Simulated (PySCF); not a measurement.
Geometry:
```tsv
atom	x (Å)	y (Å)	z (Å)
C1	-2.194	-0.124	0.839
O2	-1.436	0.739	0.053
C3	-0.100	0.315	-0.086
C4	0.866	0.986	-0.812
C5	2.026	0.200	-0.666
C6	1.662	-0.866	0.128
N7	0.356	-0.807	0.491
H8	-2.224	-1.134	0.410
H9	-3.208	0.288	0.885
H10	-1.782	-0.209	1.853
H11	0.749	1.906	-1.364
H12	3.002	0.398	-1.092
H13	2.278	-1.691	0.466
```

Total charge -1.

Geometry: GFN2-xTB; GIAO shifts from PySCF 2.14.0 with density-fitted response routines, gas phase, non-relativistic, averaged over equivalent atoms.

At B3LYP/cc-pVDZ (128 basis functions, 28 s wall time on 1 thread of an Intel Xeon Platinum 8259CL, shared host):
| atoms | δ (ppm) |
| --- | --- |
| C3 | 151.7 |
| C6 | 110.9 |
| C5 | 95.5 |
| C4 | 76.3 |
| C1 | 52.5 |
| O2 | 70.3 |
| N7 | 240.8 |
| H13 | 5.75 |
| H12 | 5.32 |
| H11 | 4.68 |
| H8/H9/H10 | 3.68 |

Chemical shifts δ = σref − σ; TMS for 13C (σref 195.37), 1H (σref 31.83); 17O (σref 344.17) against H2O; 15N (σref 273.18) vs NH3, all at this level.

Q: What do these become at KT2/ANO-RCC-VDZP?

A: 
```csv
atoms,δ at KT2/ANO-RCC-VDZP,change
C3,147.7,-4.0
C6,105.1,-5.8
C5,84.8,-10.7
C4,66.0,-10.3
C1,52.8,+0.3
O2,56.4,-13.9
N7,238.4,-2.4
H13,5.96,+0.21
H12,5.52,+0.20
H11,4.89,+0.21
H8/H9/H10,4.06,+0.38
```

Referencing at the same level of theory: 13C (σref 189.11), 1H (σref 31.73) against TMS; H2O for 17O (σref 329.51); 15N (σref 273.63) against NH3.

The largest change is at O2 (ether oxygen). Cost: 128 basis functions, 110 s wall time on 1 thread of an Intel Xeon Platinum 8259CL, shared host. The order of the carbon signals is the same at both levels.

Experimental scales use liquid or dissolved standards, which lie at an offset from isolated NH3 (liquid NH3: subtract about 20 ppm) and H2O (liquid H2O: subtract about 36 ppm). Unscaled 15N shifts of sp2 nitrogen come out 20 to 40 ppm too high even then.
